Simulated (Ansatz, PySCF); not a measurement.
C2H6BFN2. Atoms are numbered in the order given.

```xyz
12

C      1.8857     0.6189    -0.0460
C      0.7885    -0.1252     0.1354
F      0.9548    -1.3761     0.6542
B     -0.7275     0.2221    -0.1668
N     -1.6682    -0.7897     0.1265
N     -1.0779     1.4853    -0.7007
H      1.8035     1.6260    -0.4597
H      2.8801     0.2426     0.2109
H     -1.3658    -1.6767     0.5072
H     -2.6664    -0.7122    -0.0130
H     -2.0286     1.7579    -0.9122
H     -0.4008     2.2063    -0.9044
```

The structure is a stationary point at r2SCAN-D4/def2-SVP. The structure was generated by enumeration, and PubChem lists no compound with its InChIKey, so it may never have been made. Other conformers were not sampled.

Vertical ionisation energy (IE) and electron affinity (EA) in eV. Rows of orbital energies are one-electron estimates. Where ΔSCF, EOM or ADC give a negative EA the extra electron is unbound and the value depends on the basis.

```
level                                                                        IE     EA
-------------------------------------------------------------------------  ----  -----
−ε(HOMO), −ε(LUMO), PBE0/def2-TZVP (PySCF)                                 7.06   0.25
−ε(HOMO), −ε(LUMO), PBE/def2-TZVP (PySCF)                                  5.68   1.18
ΔSCF, CAM-B3LYP/def2-TZVPD (Ansatz), final states of multiplicity 2 and 2  9.39  -0.79
ΔSCF, PBE/def2-TZVPD (Ansatz), final states of multiplicity 2 and 2         ___    ___
```

**Question.** What belongs in the gaps? (Estimate from the structure and the level; the computed values follow.)

**Answer.** 
- ΔSCF, PBE/def2-TZVPD (Ansatz, a quantum-chemistry and plane-wave program), final states of multiplicity 2 and 2, IE: 8.71
- ΔSCF, PBE/def2-TZVPD (Ansatz), final states of multiplicity 2 and 2, EA: -0.57

**Question.** What vertical singlet–triplet gap does ΔSCF give with CAM-B3LYP/def2-TZVPD (Ansatz) and with PBE/def2-TZVPD (Ansatz)? (An estimate is asked for; the answer gives what the named calculation found.)

**Answer.** 3.91 and 3.91 eV (triplet above singlet where positive).
